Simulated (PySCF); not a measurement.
Löwdin shares of the frontier orbitals

Species: C₃H₁₀OSi.
Cartesian coordinates in Å at the PBE0-D3(BJ)/def2-SVP level; atoms count from 1:
```xyz
15
C3H10OSi angstrom
C      2.4313   -0.4316    0.0146
O      1.1704    0.1588   -0.0280
C      0.2868   -0.3186    0.9517
Si    -1.3612    0.5945    0.7237
C     -1.9694    0.3469   -1.0328
H      2.9401   -0.2513    0.9829
H      2.3800   -1.5280   -0.1420
H      3.0407    0.0084   -0.7878
H      0.6874   -0.1592    1.9755
H      0.1277   -1.4148    0.8516
H     -1.1570    2.0485    1.0089
H     -2.3392    0.0545    1.7228
H     -2.1696   -0.7175   -1.2310
H     -1.1913    0.6847   -1.7342
H     -2.8914    0.9140   -1.2305
```

The calculation used TDDFT wB97X-D/def2-SVPD, vertical, gas phase, core orbitals frozen in the response (PySCF).

Kohn–Sham orbitals with the atoms that hold most of them (Löwdin shares over 4%, at most four atoms; ? is withheld):

| orbital | ε (eV) | atoms |
| --- | --- | --- |
| HOMO-3 | -11.05 | Si4 36%, H12 29%, H11 14%, C5 10% |
| HOMO-2 | -10.86 | C5 34%, Si4 28%, H11 16%, H13 6% |
| HOMO-1 | -10.24 | C3 31%, O2 22%, Si4 18%, C5 6% |
| HOMO | ? | ? |
| LUMO | 2.27 | ? |
| LUMO+1 | 2.52 | Si4 17%, C5 15%, H12 8%, C1 8% |
| LUMO+2 | 2.76 | Si4 26%, C1 14%, H12 10%, H11 9% |

Give the leading atoms of the HOMO.

O2 (bonded to 2 C) 58%; C3 (bonded to O, Si and 2 H) 10%; C1 (bonded to O and 3 H) 10%; H10 (bonded to C) 5%. By element: oxygen 58%, carbon 20% or more, hydrogen 5% or more.

Which atoms hold the LUMO, and with what shares?

Si4 (bonded to 2 C and 2 H) 25%; C1 (bonded to O and 3 H) 13%; C3 (bonded to O, Si and 2 H) 11%; C5 (bonded to Si and 3 H) 10%. By element: carbon 33%, silicon 25%.

What is the HOMO energy, and the HOMO–LUMO gap?

ε(HOMO) = -9.51 eV; the gap is 11.78 eV (0.4329 hartree).

The HOMO–LUMO gap is 11.78 eV. Where does the response calculation put the lowest singlet, and from which orbitals?

S1 is at 7.36 eV (f = 0.026), 4.42 eV below the gap, made of HOMO→LUMO (70%), HOMO→LUMO+4 (10%), HOMO→LUMO+1 (9%). 

One configuration dominates each of S1 and S3. Which, and how do the shares of the two leading atoms of either orbital change from the occupied to the empty one?

- S1 (7.36 eV, f 0.026), HOMO→LUMO (70%): O2 58% → at most 10%, C3 10% → 11%, Si4 at most 5% → 25%, C1 10% → 13%
- S3 (8.24 eV, f 0.044), HOMO-1→LUMO (80%): C3 31% → 11%, O2 22% → at most 10%, Si4 18% → 25%, C1 at most 7% → 13%

Löwdin shares depend on the basis, the more so with diffuse functions.

One conformer stands for the species.

Without π bonds the low states are Rydberg-like; a valence basis with one diffuse set may place them up to an eV too high.
